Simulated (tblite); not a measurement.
Compound: C₃H₁₂GeSi.
Cartesian coordinates in Å at the GFN2-xTB level; atoms count from 1:
```
atom  x, y, z in Å
C1     2.499    0.600   -0.213
C2     1.084    0.359    0.297
C3     0.487   -0.931   -0.256
Si4   -1.289   -1.224    0.358
Ge5   -2.583    0.672   -0.090
H6     2.507    0.670   -1.299
H7     2.902    1.525    0.193
H8     3.153   -0.218    0.082
H9     0.448    1.204    0.010
H10    1.098    0.315    1.389
H11    1.125   -1.772    0.025
H12    0.496   -0.885   -1.348
H13   -1.843   -2.406   -0.313
H14   -1.265   -1.490    1.802
H15   -2.487    1.780    0.918
H16   -2.280    1.377   -1.382
H17   -4.062    0.436   -0.182
```

Calculated harmonic vibrations of the isolated species, GFN2-xTB (tblite), most abundant isotopes, no scaling. Errors from tens to a few hundred cm⁻¹ against measured bands are possible. Modes of hydrogen on germanium and silicon can be 10 to 20 % off. One conformer, not necessarily the lowest.

Harmonic wavenumbers (cm⁻¹): 49.4, 60.9, 79.5, 127.0, 212.3, 235.5, 332.3, 342.2, 373.4, 389.0, 456.1, 575.2, 647.1, 735.9, 756.3, 779.0, 830.2, 853.5, 897.2, 899.9, 952.7, 1007.4, 1078.2, 1115.2, 1226.5, 1241.7, 1283.7, 1350.7, 1415.3, 1480.0, 1490.0, 1503.2, 1505.1, 1927.3, 2012.7, 2020.9, 2209.1, 2216.5, 2922.1, 2954.9, 2968.0, 2975.9, 3025.2, 3028.6, 3034.5.

A = 4076, B = 1007, C = 850.0 MHz; mass 149.992 u (most abundant isotopes); point group C1, symmetry number 1.

**Question.** What is the zero-point energy?

**Answer.** Half the sum of the wavenumbers: 28789 cm⁻¹ = 344.39 kJ/mol.

**Question.** Give the ideal-gas entropy at 400 K and 1 bar in the rigid-rotor, harmonic-oscillator model (classical rotation).

**Answer.** Translation 177.45, rotation 124.63, vibration 156.75: S = 458.8 J/(mol K).

**Question.** And Cp and H(400 K) − H(0)?

**Answer.** Cp = 184.79 J/(mol K), of which vibrations give 151.53 (their classical limit is 45 R = 374.2); H(400 K) − H(0) = 45.01 kJ/mol without the zero-point energy, 31.70 from vibrations.

**Question.** What must be added to the electronic energy to get the Gibbs energy at 400 K and 1 bar?

**Answer.** ZPE + [H(400 K) − H(0)] − T·S = 344.39 + 45.01 − 183.54 = 205.86 kJ/mol.

**Question.** Blend soft modes into free rotors: weight 1/[1 + (100 cm⁻¹/ν̃)⁴] for the oscillator and the rest for a rotor with moment μB/(μ + B), μ = h/(8π²ν), B = 10⁻⁴⁴ kg m². What vibrational entropy results?

**Answer.** 141.42 J/(mol K) in place of 156.75, which changes −T·S at 400 K by +6.13 kJ/mol.

**Question.** How do the functions run with temperature in this model?

**Answer.** 
```csv
T (K),S (J/(mol K)),Cp (J/(mol K)),H − H(0) (kJ/mol),G − H(0) (kJ/mol),ln q(vib)
150,327.8,95.2,9.78,-39.39,3.17
250,385.0,132.1,21.14,-75.12,5.69
298.15,409.8,149.8,27.93,-94.26,6.87
600,544.8,239.9,87.77,-239.10,13.97
900,653.4,295.3,168.71,-419.37,20.47
```

q(vib) and H(0) count from the zero-point level.

**Question.** Which modes carry the vibrational entropy at 400 K?

**Answer.** 49.4 cm⁻¹: 22.69; 60.9 cm⁻¹: 20.96; 79.5 cm⁻¹: 18.75; 127.0 cm⁻¹: 14.90; 212.3 cm⁻¹: 10.76; 235.5 cm⁻¹: 9.94 J/(mol K); the other 39 give 58.76 together.

Hindered rotation and anharmonicity are outside this model. Other conformers, if any are populated, would add a mixing term that is left out. The structure is chiral; the term R ln 2 for an equal mix with its mirror image is left out.

Run on one thread, x86-64 server, no GPU, on a shared host. The figure is for the frequency step alone.
